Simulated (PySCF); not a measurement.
# Sr⁺ (strontium, charge +1): UHF calculation

Configuration: [Kr] 5s1, 2S determinant. Calculation: PySCF 2.14, in def2-QZVPPD with the def2 core potential (28 electrons); scalar relativity through the core potential.

```
Total energy             : -30.172847 hartree
One-electron energy      : -47.6725 hartree
Hartree (Coulomb) energy : 21.2723 hartree
Exchange energy          : -3.7727 hartree
⟨S²⟩                     : 0.7504
⟨L²⟩                     : 0.000
Sum of ⟨r⟩               : 16.35 bohr
Sum of ⟨r²⟩              : 39.70 bohr²
```

```csv
shell,electrons,mean orbital energy (eV),"rms radius, mean of both spins (bohr)"
4s α,1,-59.453,1.46
4s β,1,-59.215,1.46
4p α,3,-36.010,1.68
4p β,3,-35.895,1.68
5s α,1,-10.471,4.29
```

Energies and moments cover only the electrons outside the core potential.
